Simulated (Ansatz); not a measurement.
Geometry optimisation, RKS B3LYP/def2-SVP (Ansatz 0.2.0).

input.yaml

```yaml
crystal:
  periodic: [false, false, false]
  atoms:
    - { symbol: Ta, position_ang: [0.0, 0.0, 0.0] }
    - { symbol: "N", position_ang: [2.51, 0.0, 0.0] }
    - { symbol: H, position_ang: [3.04, -0.5118, 0.762] }
    - { symbol: H, position_ang: [3.04, 0.5118, -0.762] }
    - { symbol: O, position_ang: [0.0, 0.0, 2.02] }
    - { symbol: H, position_ang: [-0.2547, -0.9174, 2.3571] }
    - { symbol: O, position_ang: [0.0, 0.0, -2.02] }
    - { symbol: H, position_ang: [-0.6343, -0.71, -2.3571] }
    - { symbol: F, position_ang: [-0.965, 1.6714, 0.0] }
    - { symbol: F, position_ang: [-0.965, -1.6714, 0.0] }
    - { symbol: F, position_ang: [0.7032, 1.7429, 1.2003] }
    - { symbol: H, position_ang: [1.9054, 1.1525, 0.7936] }
basis:
  gaussian: { orbitals: def2-SVP }
hamiltonian:
  xc: b3lyp
relax:
  f_tol: 0.15
  max_steps: 25
  restrain:
    - { distance: [0, 10], at: 3.13, k: 30.0 }
    - { distance: [11, 1], at: 2.26, k: 30.0 }
    - { distance: [0, 1], at: 2.16, k: 30.0 }
    - { distance: [11, 10], at: 0.92, k: 30.0 }
```

Run as:

```bash
$ ansatz run input.yaml --threads 4 --pin off --max-ram 5120MiB --backend cpu --events-out ev --progress --plain --runs-dir out
```

Problem. Where does it end, and by what steps?

Solution. The run converged. The restraints hold the end off the free minimum; the threshold counts their pulls, which the force column leaves out. Restrained pairs: Ta1–F11 (2.23 → 3.13 Å), N2–H12 (1.52 → 2.25 Å), Ta1–N2 (2.51 → 2.11 Å), F11–H12 (1.40 → 0.93 Å). After 24 steps the energy has fallen by 3.772 eV (the restraints' own energy left out); H8 moved furthest, 1.47 Å.

| step | energy less start (eV) | largest force component (eV/Å) | accepted |
| --- | --- | --- | --- |
| 0 | 0.0000 | 5.104 | yes |
| 1 | -0.4918 | 5.209 | yes |
| 2 | -1.1807 | 5.624 | yes |
| 3 | -1.9381 | 4.522 | yes |
| 4 | -2.8492 | 1.706 | yes |
| 5 | -3.3748 | 1.858 | yes |
| 6 | -3.5050 | 1.815 | yes |
| 7 | -3.6028 | 1.686 | yes |
| 8 | -3.6672 | 1.661 | yes |
| 9 | -3.6629 | 1.554 | no |
| 10 | -3.6892 | 1.598 | yes |
| 11 | -3.7004 | 1.590 | yes |
| 12 | -3.7054 | 1.616 | yes |
| 13 | -3.7008 | 1.796 | no |
| 14 | -3.7160 | 1.589 | yes |
| 15 | -3.7246 | 1.566 | yes |
| 16 | -3.7225 | 1.598 | no |
| 17 | -3.7299 | 1.547 | yes |
| 18 | -3.7334 | 1.533 | yes |
| 19 | -3.7373 | 1.527 | yes |
| 20 | -3.7309 | 1.610 | no |
| 21 | -3.7438 | 1.508 | yes |
| 22 | -3.7479 | 1.494 | yes |
| 23 | -3.7484 | 1.521 | yes |
| 24 | -3.7718 | 1.646 | yes |

```xyz
12
Properties=species:S:1:pos:R:3
Ta -0.089 -0.271 0.069
N 2.020 -0.306 0.110
H 2.537 -0.677 0.903
H 2.574 -0.328 -0.742
O -0.013 -0.607 1.933
H 0.088 -0.715 2.881
O 0.073 0.165 -1.768
H 0.216 0.442 -2.677
F -1.339 1.124 0.331
F -0.840 -1.950 -0.298
F 1.230 2.500 0.680
H 1.923 1.891 0.572
```

Run time: 87 s on 4 threads of Arm Neoverse V1, with other jobs on the host, peak memory 0.41 GiB.
